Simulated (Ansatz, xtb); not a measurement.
## Relative energy of two isomers of C2H7F2NSi2

Structure I: `F[SiH](F)[SiH2]N1CC1`, a singlet. Structure II: the triplet with the links of `C=C[SiH2][Si](N)(F)F`. Both are isolated molecules in the gas phase, relaxed with B3LYP/def2-SVP; the shapes shown needn't be the lowest conformers.

I (Å):

```json
{"atom": "C", "x (Å)": "2.0399", "y (Å)": "-0.5868", "z (Å)": "0.6226"}
{"atom": "C", "x (Å)": "1.6924", "y (Å)": "0.8096", "z (Å)": "1.0127"}
{"atom": "F", "x (Å)": "-2.4874", "y (Å)": "-2.8157", "z (Å)": "-1.2679"}
{"atom": "F", "x (Å)": "0.0004", "y (Å)": "-3.4054", "z (Å)": "-0.7330"}
{"atom": "N", "x (Å)": "0.6713", "y (Å)": "-0.2192", "z (Å)": "0.9420"}
{"atom": "Si", "x (Å)": "-1.2951", "y (Å)": "-2.5853", "z (Å)": "-0.1870"}
{"atom": "Si", "x (Å)": "-0.7215", "y (Å)": "-0.3096", "z (Å)": "-0.1042"}
{"atom": "H", "x (Å)": "-1.7201", "y (Å)": "-3.2230", "z (Å)": "1.0857"}
{"atom": "H", "x (Å)": "-0.4787", "y (Å)": "0.1864", "z (Å)": "-1.5026"}
{"atom": "H", "x (Å)": "-1.8249", "y (Å)": "0.4973", "z (Å)": "0.4898"}
{"atom": "H", "x (Å)": "2.5452", "y (Å)": "-1.2428", "z (Å)": "1.3426"}
{"atom": "H", "x (Å)": "2.3104", "y (Å)": "-0.7772", "z (Å)": "-0.4255"}
{"atom": "H", "x (Å)": "1.7231", "y (Å)": "1.5836", "z (Å)": "0.2327"}
{"atom": "H", "x (Å)": "1.9444", "y (Å)": "1.1720", "z (Å)": "2.0175"}
```

II (Å):

```yaml
atoms:
  - { symbol: C, position_ang: [-1.9224, -1.1400, -0.9962] }
  - { symbol: C, position_ang: [-0.6061, -0.6382, -1.3382] }
  - { symbol: F, position_ang: [2.0054, -2.0992, 2.3640] }
  - { symbol: F, position_ang: [-0.3576, -1.1059, 2.3240] }
  - { symbol: N, position_ang: [1.6236, 0.6344, 1.9293] }
  - { symbol: Si, position_ang: [0.9561, -1.4216, -0.6818] }
  - { symbol: Si, position_ang: [1.1027, -0.9629, 1.6184] }
  - { symbol: H, position_ang: [-2.4152, -0.8588, -0.0561] }
  - { symbol: H, position_ang: [-2.4412, -1.8728, -1.6279] }
  - { symbol: H, position_ang: [-0.5162, 0.2988, -1.9142] }
  - { symbol: H, position_ang: [2.1585, -0.8470, -1.3611] }
  - { symbol: H, position_ang: [0.9427, -2.9033, -0.8713] }
  - { symbol: H, position_ang: [1.4725, 1.0717, 2.8347] }
  - { symbol: H, position_ang: [2.4241, 1.0322, 1.4487] }
```

Question: Estimate which is lower in electronic energy at CCSD(T)/def2-SVP + ΔMP2/def2-TZVPP, and by roughly how much.

Answer: The CCSD(T)/def2-SVP + ΔMP2/def2-TZVPP calculation puts structure I lower, by 124.7 kJ/mol.

How the difference moves with the method:

| level | geometry | E(II) − E(I) (kJ/mol) | departure from the last row (kJ/mol) | job, with rough time for the two |
| --- | --- | --- | --- | --- |
| B3LYP/def2-SVP | B3LYP/def2-SVP | +117.1 | −7.5 | optimisation, 3 min |
| HF/def2-SVP | B3LYP/def2-SVP | +28.9 | −95.8 | part of the CCSD(T) run |
| MP2/def2-SVP | B3LYP/def2-SVP | +147.6 | +23.0 | part of the CCSD(T) run |
| CCSD(T)/def2-SVP | B3LYP/def2-SVP | +132.4 | +7.8 | single point |
| CCSD(T)/def2-SVP + ΔMP2/def2-TZVPP | B3LYP/def2-SVP | +124.7 |  | single point, 2.5 min |

As drawn, II has 1 C=C, 1 C–Si, 2 N–H in place of 2 C–N, 1 C–C, 1 Si–H, 1 C–H. Structure I has a 3-membered ring, II no ring.

None of the levels shown reverses the order. The largest departure from CCSD(T)/def2-SVP + ΔMP2/def2-TZVPP is that of HF/def2-SVP, 95.8 kJ/mol. At CCSD(T)/def2-SVP + ΔMP2/def2-TZVPP a singlet with the links of II lies below this triplet. Levels run at GFN2-xTB geometries aren't shown. The last row adds to CCSD(T) the change of the MP2 difference between the two basis sets, here −7.8 kJ/mol.

With thermal terms from frequencies at re-optimised GFN2-xTB minima (ideal gas, soft modes damped towards free rotors, one conformer each, 298.15 K, 1 atm): the zero-point term adds −15.3 kJ/mol; ΔH is +115.0 and ΔG +104.1 kJ/mol.

Open shells are spin-unrestricted. The correlated steps freeze 15 core orbitals. ΔG holds the spin degeneracy. Run with Ansatz 0.2.0, xtb 6.7.1; the last row on 4 threads of Arm Neoverse V2 on a shared host.
